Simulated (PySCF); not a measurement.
Cards and structures have been mixed up. Pair them.

Structures:
1. `C/N=C/C1CCCCCC1`
2. `O=COCC(=O)O`
3. `O([SiH2]C[SiH3])C=C`
4. `CC(F)(F)C1=C(F)C(=O)OC1=O`

Card P (geometry PBE0-D3(BJ)/def2-SVP):
* Rotational constants A, B, C: 5.431, 1.848, 1.760 GHz
* Static isotropic polarisability (B3LYP/def2-SVPD): 51.0 au
* Lowest singlet excitation (TDDFT B3LYP/def2-SVPD): 5.90 eV (210 nm, f = 0.002)
* Point group: C1
* HOMO energy (B3LYP/def2-SVPD): -8.34 eV
* Dipole moment (B3LYP/def2-SVPD): 2.45 D
* Strongest line among the 6 lowest singlet transitions (TDDFT B3LYP/def2-SVPD): S5 at 7.36 eV (168 nm, f = 0.049)

Card Q (geometry PBE0-D3(BJ)/def2-SVP):
* Rotational constants A, B, C: 11.986, 0.740, 0.712 GHz
* Static isotropic polarisability (B3LYP/def2-SVPD): 98.8 au
* Dipole moment (B3LYP/def2-SVPD): 0.55 D
* Lowest triplet excitation (Tamm–Dancoff) (TDA B3LYP/def2-SVPD): 4.24 eV
* Lowest singlet excitation (TDDFT B3LYP/def2-SVPD): 5.65 eV (219 nm, f = 0.002)
* 13C chemical shifts (computed TMS as zero) by class (GIAO KT3/pcSseg-2): 146.6 (1 C), 90.8 (1 C), -7.5 (1 C) ppm

Card R (geometry PBE0-D3(BJ)/def2-SVP):
* Rotational constants A, B, C: 1.473, 0.806, 0.579 GHz
* Static isotropic polarisability (B3LYP/def2-SVPD): 80.9 au
* Strongest line among the 10 lowest singlet transitions (TDDFT B3LYP/def2-SVPD): S5 at 6.07 eV (204 nm, f = 0.282)
* Lowest triplet excitation (Tamm–Dancoff) (TDA B3LYP/def2-SVPD): 3.45 eV
* Point group: C1

Card S (geometry PBE0-D3(BJ)/def2-SVP):
- Rotational constants A, B, C: 2.758, 0.682, 0.602 GHz
- 13C chemical shifts (computed TMS as zero) by class (GIAO KT2/pcSseg-1): 161.0 (1 C), 51.3 (1 C), 46.7 (1 C), 37.3 (2 C), 34.4 (2 C), 28.1 (2 C) ppm
- Isotropic shieldings of nuclei other than C and H, by class (GIAO KT2/pcSseg-1): -73 (1 N) ppm
- Point group: C1
- Dipole moment (KT2/pcSseg-1): 1.31 D

Each SMILES stands for a single optimised conformer of the isolated species, non-relativistic unless stated. Electronic properties by PySCF. NMR classes are plain means over equivalent atoms (diastereotopic ones count apart unless rotation or inversion swaps them), as if these changed places fast.

Question: Which card belongs to which structure?

Answer: P = 2, Q = 3, R = 4, S = 1. What ties each card to its structure:
- 1 (card S), C9H17N, monoisotopic mass 139.1 u, 10 heavy atoms: 9 C in 6 classes; the least shielded carbon (161.0 ppm) is an imine carbon; an asymmetric top with C = 0.602 GHz; dipole 1.31 D.
- 2 (card P), C3H4O4, monoisotopic mass 104.0 u, 7 heavy atoms: an asymmetric top with C = 1.760 GHz, the highest such constant on the cards; polarisability 51.0 au for 54 electrons, the smallest shown; dipole 2.45 D.
- 3 (card Q), C3H10OSi2, monoisotopic mass 118.0 u, 6 heavy atoms: 3 C in 3 classes; the least shielded carbon (146.6 ppm) is a vinylic carbon bearing oxygen; an asymmetric top with C = 0.712 GHz; polarisability 98.8 au for 64 electrons, the largest shown; dipole 0.55 D.
- 4 (card R), C6H3F3O3, monoisotopic mass 180.0 u, 12 heavy atoms: an asymmetric top with C = 0.579 GHz, the lowest such constant on the cards; polarisability 80.9 au for 90 electrons.
